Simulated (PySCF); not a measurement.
# Spinor energies of Cu¹⁶⁺ (copper, charge +16)

Start: [Ne] 3s2 3p1; 3p3/2 filled at m_j = +3/2. Calculated with PySCF 2.14 in an even-tempered Gaussian basis (19 s from 1.5 bohr⁻², ratio 2.4; 13 p from 1.9 bohr⁻², ratio 2.4; 5 d from 7.6 bohr⁻², ratio 2.6; 4 f from 11 bohr⁻², ratio 2.6): generalised Hartree-Fock with the X2C-1e Hamiltonian and a Gaussian nucleus; one run each with spin-orbit coupling (SO) screened by Boettger's factors, then bare. This is a chosen level, not necessarily the ground level.

```tsv
spinor shell	electrons	ε, screened SO (eV)	ε, bare SO (eV)	weight of nominal j (bare SO)	rms radius, bare SO (bohr)
1s1/2	2	-9634.7	-9634.7	1.000	0.0601
2s1/2	2	-1699.7	-1699.7	1.000	0.250
2p1/2	2	-1555.7	-1556.8	0.999	0.222
2p3/2	4	-1535.3	-1534.8	0.999	0.225
3s1/2	2	-592.57	-592.57	1.000	0.638
3p3/2	1	-551.41	-551.30	1.000	0.635
```

```
   quantity  screened SO      bare SO
E (hartree)  -1524.96374  -1524.96583
        M_J          3/2          3/2
       ⟨J²⟩        3.752        3.752
       ⟨L²⟩        2.002        2.002
       ⟨S²⟩        0.751        0.751
```

Each row is a mean over spinors that exchange with the open shell spreads, by up to 9.114 eV (3s1/2).
